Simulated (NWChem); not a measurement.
Lowest excitation of sulfur difluoride (F2S)

```
S
F 1 1.6118
F 1 1.6118 2 99.21
```
Charge 0, spin multiplicity 1.

All runs are NWChem calculations. All single points use one geometry, from PBE0/def2-SVP, a minimum by its harmonic frequencies.

Basis set: def2-SVPD.

The correlated methods keep 7 core orbitals frozen. B3LYP has NWChem's definition, with VWN1-RPA local correlation. Coupled-cluster values serve here as a point of comparison, not as the truth.

Question: Order these methods by the lowest vertical singlet excitation energy they give, lowest first: TD-PBE, CIS, TD-B3LYP, EOM-CCSD.

Answer: TD-PBE (3.25 eV), TD-B3LYP (3.42 eV), EOM-CCSD (3.73 eV), CIS (3.97 eV)
